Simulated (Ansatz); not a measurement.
`[CH3][GeH3]` + `CC(C)[Si](Cl)(Cl)Cl` → `Cl[Si](Cl)(Cl)[GeH3]` + `CC(C)C` at 700 K and 1 bar (formal exchange of groups at a Ge–C bond).

Isolated molecules relaxed with PBE0-D4/def2-TZVP in Ansatz; ΔE leaves out vibrations. CBS: MP2 limit from def2 TZ/QZ plus the TZ coupled-cluster correction, frozen cores. For Ge outer-core shells are correlated without core-valence functions, which leaves a few kJ/mol of doubt a bond. Scalar relativity is left out up to krypton. Each species was taken in one conformer, which may not be the lowest.

| species | CCSD(T)/CBS energy (Eh) | H − E (kJ/mol) | S (J/(mol·K)) |
| --- | --- | --- | --- |
| `[CH3][GeH3]` | -2117.76728 | 208.6 | 348.2 |
| `CC(C)[Si](Cl)(Cl)Cl` | -1786.96983 | 367.1 | 574.3 |
| `Cl[Si](Cl)(Cl)[GeH3]` | -3746.48623 | 158.0 | 507.2 |
| `CC(C)C` | -158.24397 | 420.1 | 408.8 |

H − E and S are ideal-gas, rigid-rotor, harmonic terms from PBE0-D4/def2-TZVP, for one conformer and one mirror image of each species. 1 Eh = 2625.50 kJ/mol, R = 8.31446 J/(mol·K).

**Question.** By hand: ΔE, ΔH, ΔS and ΔG.

**Answer.** ΔE = (-3746.48623) + (-158.24397) − (-2117.76728) − (-1786.96983) = 0.00691 Eh = 18.1 kJ/mol. Δ(H − E) = 158.0 + 420.1 − 208.6 − 367.1 = 2.4, so ΔH = 20.5 kJ/mol. ΔS = 507.2 + 408.8 − 348.2 − 574.3 = -6.5 J/(mol·K). ΔG = 20.5 − 700 × (-6.5)/1000 = 25.1 kJ/mol.

**Question.** By hand: the equilibrium constant, and the temperature at which ΔG would vanish if ΔH and ΔS stayed fixed.

**Answer.** log₁₀ K = −ΔG/(RT ln 10) = -1.9. ΔH and −TΔS have one sign here, so there is no such temperature.

The number of gas molecules stays the same, so ΔS is small and ΔH decides. A doubt of 5 kJ/mol in ΔE shifts log₁₀ K by 0.4 here. Other conformers and mirror images would add mixing entropy, several J/(mol·K) or more a flexible species. Modes under 60 cm⁻¹, often nearly free rotors, make the harmonic entropy too high. These are equilibria of isolated gas molecules and say nothing of rates. Largest T1 diagnostic: 0.011 (customary marks: 0.02 for closed shells, 0.045 for open ones).

ΔS is within the doubt of such terms, so its sign, and with it that verdict, could turn.
